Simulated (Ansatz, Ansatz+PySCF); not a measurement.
```yaml
atoms:
  - { symbol: Be, position_ang: [2.1000, 0.0000, 0.0000] }
  - { symbol: Be, position_ang: [1.0500, 1.8187, 0.0000] }
  - { symbol: Be, position_ang: [-1.0500, 1.8187, 0.0000] }
  - { symbol: Be, position_ang: [-2.1000, 0.0000, 0.0000] }
  - { symbol: Be, position_ang: [-1.0500, -1.8187, 0.0000] }
  - { symbol: Be, position_ang: [1.0500, -1.8187, 0.0000] }
```

Basis set: 6-31G (spherical functions). All electrons are correlated. Charge 0, multiplicity 1.

Computed with Ansatz (development build ahead of 0.2.0); each method stands on the lowest determinant of its kind that the runs found. Restricted open shells among the atoms or ions are ROHF, correlated in semicanonical orbitals with singles.

(1) Give the atomization energy at this shape (free ground-state atoms in the same class of orbitals less the molecule, no zero-point energy) of singlet Be₆ by RHF-MP2, RHF.

Answers

(1)

```
 method  atomization energy
RHF-MP2             3.57 eV
    RHF             4.01 eV
```

This basis has no polarisation functions and is too small for such energies, which can lie far from measured ones in either direction.
